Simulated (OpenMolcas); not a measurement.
# Ho3+: moving or changing the point charges

Ho3+ among 7 point charges of -1.5 e arranged as a pentagonal bipyramid (D5h), 2.62 Å from the ion, with the axial distance 2.489 Å.

```json
{"Program": "OpenMolcas", "Method": "CASSCF", "Basis": "ANO-RCC-VDZP [7s6p4d2f1g]", "Scalar Hamiltonian": "DKH2, point nucleus", "Active space": "10 electrons in 7 orbitals (4f)", "State averaging": "2S+1 = 5 even, 35 roots (30 in the spin-orbit step); 2S+1 = 3 even, 106 roots kept (CI in the orbitals of an earlier block); 2S+1 = 1 even, 31 roots kept (CI in the orbitals of an earlier block)", "Spin-orbit coupling": "state interaction with AMFI integrals over the reference wave functions"}
```

Runs around this geometry, states. Energies in cm-1 above the lowest state or level, χT in cm3 K/mol.

| R (Å) | q (e) | Ground state | First state of that spin | First gap with spin-orbit (degeneracies) | Width of lowest J | χT at 300 K |
| --- | --- | --- | --- | --- | --- | --- |
| 2.62 | -0.75 | 2S+1 = 5 | 5.8 | 2.9 (1, 2) | 64 | 13.927 |
| 2.62 | -1.5 | 2S+1 = 5 | 11.8 | 5.8 (1, 2) | 129 | 13.917 |
| 2.75 | -1.5 | 2S+1 = 5 | 9.7 | 4.7 (1, 2) | 104 | 13.922 |
| 3.05 | -1.5 | 2S+1 = 5 | 6.3 | 3.0 (1, 2) | 66 | 13.927 |

Taking the width of the lowest J multiplet as R^-n, n = -ln(66 / 129) / ln(3.05 / 2.62) = 4.4 between the shortest and longest distance.

Scaling the charges by -0.75 / -1.5 = 0.50 scales the width of the lowest J multiplet by 64 / 129 = 0.50; with fixed orbitals a first-order splitting would follow the charge.

High states are left out of the spin-orbit mixing, which shifts the levels that they would mix with. Point charges carry no covalency, so the field is a model and not that of real ligands. An unlabelled pair can be two single states that coincide in this model. A group larger than the point group allows holds several states that coincide in this model. No measured value stands beside these numbers.

A state without a sure symmetry label is named by its multiplicity alone.
